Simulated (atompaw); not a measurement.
gallium (Ga): variants of one PAW (atompaw) potential

Base potential:

gallium (Ga), PAW, made with atompaw 4.2.0.5 (PBE, scalar-relativistic). Core [Ne], reference 3s2 3p6 3d10 4s2 4p0.75 (charge +0.25). Waves: 3s (bound): rc 0.75 bohr; 4s (bound): rc 0.95 bohr; 3p (bound): rc 1.00 bohr; 4p (bound): rc 1.25 bohr; 3d (bound): rc 1.25 bohr; 3d channel at 1 Ry: rc 1.25 bohr. Local part: bessel scheme, radius 1.10 bohr. Core correction: smooth core density matched at 1.20 bohr. Augmentation charge: besselshape compensation charge, radius 0.95 bohr; PAW radius 1.25 bohr; waves and projectors: custom rrkj vanderbiltortho.

Cutoffs, loose and tight: the cutoffs (Ry, on a coarse ladder) from which the occupation-weighted sum of valence levels, in a spherical-Bessel basis at the reference potential, stays within 10 and 1 mRy of its value at 400 Ry. They see the waves, projectors and local potential, not the compensation charge or the core. A dash means not determined.

```tsv
change	outcome	cutoff, loose	cutoff, tight	bound ghosts
base	generated	120 Ry	230 Ry	none
wave 3d (bound): rc 1.25 bohr becomes 3d (bound): rc 0.70 bohr	generated	300 Ry	over 300 Ry	none
wave 3d (bound): rc 1.25 bohr becomes 3d (bound): rc 0.88 bohr	generated	200 Ry	over 300 Ry	none
wave 3d (bound): rc 1.25 bohr becomes 3d (bound): rc 1.00 bohr	generated	160 Ry	260 Ry	none
wave 3d (bound): rc 1.25 bohr becomes 3d (bound): rc 1.18 bohr	generated	120 Ry	230 Ry	none
```

Problem. What comes out with this change to the base: wave 3d (bound): rc 1.25 bohr becomes 3d (bound): rc 0.80 bohr?

Solution. outcome: generated; cutoff, loose: 260 Ry; cutoff, tight: over 300 Ry; bound ghosts: none.

Problem. What comes out with this change to the base: wave 3d (bound): rc 1.25 bohr becomes 3d (bound): rc 1.08 bohr?

Solution. outcome: generated; cutoff, loose: 140 Ry; cutoff, tight: 230 Ry; bound ghosts: none.
